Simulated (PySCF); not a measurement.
ReO2Br3, SMILES [O]=[Re](=[O])([Br])([Br])[Br], multiplicity 1. Atoms are numbered in the order given.

```xyz
6

Re     0.0000     0.0000    -0.4825
O      0.0000    -1.3999    -1.4328
O      0.0000     1.3999    -1.4328
Br     0.0000     0.0000     2.0276
Br     2.4698     0.0000    -0.1693
Br    -2.4698     0.0000    -0.1693
```
Charge 0, spin multiplicity 1.

Geometry: B3LYP-D3(BJ)/def2-SVP. The multiplicity is an assumed one; other spin states were not compared. The def2 effective core potentials stand for the cores of Re; spin–orbit coupling is left out.

Calculation: PySCF with PBE0/def2-TZVP.

```json
{
  "total_energy": "-7950.37285 hartree",
  "point_group": "C2v",
  "highest_occupied_level": "-8.14 eV",
  "lowest_empty_level": "-5.35 eV",
  "orbital_gap": "2.79 eV",
  "dipole_moment": "0.08 D",
  "quadrupole, principal values (traceless, Buckingham form, about the centre of nuclear charge)": "-1.89, -1.07, 2.96 D·Å",
  "mean_static_polarisability": "115.8 bohr³ (17.16 Å³)",
  "polarisability_principal_values": "77.4, 109.0, 161.0 bohr³"
}
```
